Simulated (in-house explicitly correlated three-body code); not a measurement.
Computed with an exponentially correlated three-body code. Model: two electrons around a point charge, non-relativistic, variational in 260 exponentially correlated functions (energies converged to about 1e-7 hartree, or 1e-8 relative for large Z).

Command:
```bash
python run_hyl.py task.json out
```
Settings (lengths in bohr, energies in hartree):
```
Z                      26
screening              1.3
interaction_strength   1
functions              260
states_tried           13
```

Cost of the run: 120 s on 1 thread of AMD EPYC 7R43 64-Core Processor (Zen 3) (shared host).

**Those bound S and P states to n = 4 that converged, binding against the one-electron ion.**

Given: nuclear charge 26; Yukawa screening of all interactions 1.3 1/bohr.

Computed: one-electron threshold -305.427906 hartree.

```tsv
term	energy (hartree)	binding (eV)
1 1S	-596.028606	7907.6
2 3S	-357.070672	1405.3
2 1S	-356.046708	1377.4
2 3P	-355.462123	1361.5
2 1P	-354.704362	1340.9
3 3S	-317.251874	321.75
3 1S	-317.027178	315.63
3 3P	-316.513639	301.66
3 1P	-316.345312	297.08
4 3S	-307.160053	47.134
4 1S	?	?
4 3P	?	?
4 1P	-306.755935	36.138
```

Task: What belongs in the row 4 1S?

Result: energy (hartree): -307.107538; binding (eV): 45.705.

Task: What belongs in the row 4 3P?

Result: energy (hartree): -306.793474; binding (eV): 37.159.

**Converged states only, values per electron or pair (inverse distances are <exp(-kr)/r>).**

```
term  mean r (bohr)  mean r squared (bohr²)  mean inverse r (1/bohr)  mean r12 (bohr)  mean inverse r12 (1/bohr)  mean cosine  mean p1 dot p2 (bohr⁻²)  delta r1 (bohr⁻³)  delta r12 (bohr⁻³)
1 1S       0.058677               0.0046019                    24.39         0.085896                     14.671   -0.0051051                    3.325               5433              645.12
2 3S        0.14965                0.036307                   14.867          0.25118                     3.5879   -0.0017006                  0.24505             3097.8                   -
2 1S        0.15116                0.037187                   14.844          0.25106                      4.546   -0.0028268                  0.28504             3090.8              116.35
2 3P        0.13086                0.027288                   14.844          0.21782                     4.4717     -0.07298                  -46.714             2779.2                   -
2 1P        0.13207                0.027881                   14.826          0.21078                     5.1498     0.065094                   46.107             2789.5              35.724
3 3S              ?                       ?                        ?                ?                          ?            ?                        ?                  ?                   -
3 1S         0.3273                 0.20506                   13.124          0.59992                     1.4361  -0.00074047                 0.074792             2861.1              27.702
3 3P        0.30791                 0.18213                    13.12           0.5625                     1.4181    -0.014103                  -8.9161             2785.7                   -
3 1P              ?                       ?                        ?                ?                          ?            ?                        ?                  ?                   ?
4 3S        0.68712                 0.98134                    12.56            1.318                    0.34041  -0.00011842                 0.014356             2805.4                   -
4 1S        0.69399                   1.002                   12.557           1.3316                    0.38641  -0.00018003                 0.018152               2805              6.5829
4 3P        0.68861                 0.99471                   12.548           1.3211                    0.36745   -0.0030565                  -1.9259               2787                   -
4 1P        0.69443                  1.0124                   12.546           1.3324                    0.39856    0.0026999                   1.9476             2787.4              2.1023
```

Task: What belongs in the row 3 3S?

Result: mean r (bohr): 0.32454; mean r squared (bohr²): 0.20127; mean inverse r (1/bohr): 13.131; mean r12 (bohr): 0.595; mean inverse r12 (1/bohr): 1.2281; mean cosine: -0.00047746; mean p1 dot p2 (bohr⁻²): 0.059901; delta r1 (bohr⁻³): 2862.5.

Task: What belongs in the row 3 1P?

Result: mean r (bohr): 0.3101; mean r squared (bohr²): 0.18497; mean inverse r (1/bohr): 13.114; mean r12 (bohr): 0.56521; mean inverse r12 (1/bohr): 1.5684; mean cosine: 0.01255; mean p1 dot p2 (bohr⁻²): 9.0177; delta r1 (bohr⁻³): 2787.6; delta r12 (bohr⁻³): 9.149.

**Electric-dipole lines between converged S and P states, rate of the upper state's decay.**

| s state | p state | p minus s (eV) | oscillator strength from s | rate (1/s) |
| --- | --- | --- | --- | --- |
| 1 1S | 2 1P | 6566.8 | 0.76038 | 4.7427e+14 |
| 1 1S | 3 1P | 7610.6 | 0.12673 | 1.0617e+14 |
| 1 1S | 4 1P | 7871.5 | 0.0264 | 2.366e+13 |
| 2 1S | 2 1P | 36.527 | 0.041089 | 7.9296e+08 |
| 2 1S | 3 1P | ? | ? | ? |
| 2 1S | 4 1P | 1341.3 | 0.053161 | 1.3833e+12 |
| 3 1S | 2 1P | -1025.2 | -0.042994 | 1.961e+12 |
| 3 1S | 3 1P | 18.555 | 0.14878 | 7.4087e+08 |
| 3 1S | 4 1P | 279.49 | 0.23806 | 2.6898e+11 |
| 4 1S | 2 1P | ? | ? | ? |
| 4 1S | 3 1P | -251.37 | -0.086282 | 2.3657e+11 |
| 4 1S | 4 1P | 9.5676 | 0.41291 | 5.467e+08 |
| 2 3S | 2 3P | 43.771 | 0.048189 | 1.3354e+09 |
| 2 3S | 3 3P | 1103.6 | 0.33833 | 5.9602e+12 |
| 2 3S | 4 3P | 1368.1 | 0.052699 | 1.4267e+12 |
| 3 3S | 2 3P | -1039.8 | -0.043478 | 2.0396e+12 |
| 3 3S | 3 3P | 20.088 | 0.15851 | 9.2517e+08 |
| 3 3S | 4 3P | 284.59 | 0.23442 | 2.7461e+11 |
| 4 3S | 2 3P | -1314.4 | -0.0064556 | 4.8393e+11 |
| 4 3S | 3 3P | -254.52 | -0.088344 | 2.4834e+11 |
| 4 3S | 4 3P | 9.9751 | 0.42237 | 6.0788e+08 |

Task: What belongs in the row 2 1S 3 1P?

Result: p minus s (eV): 1080.3; oscillator strength from s: 0.34465; rate (1/s): 5.818e+12.

Task: What belongs in the row 4 1S 2 1P?

Result: p minus s (eV): -1295.2; oscillator strength from s: -0.0063938; rate (1/s): 4.654e+11.

**Static dipole response.**

| state | polarisability (bohr³) |
| --- | --- |
| 1 1S | 2.1079e-05 |
| 2 1S | 0.023137 |
| 2 3S | 0.01894 |
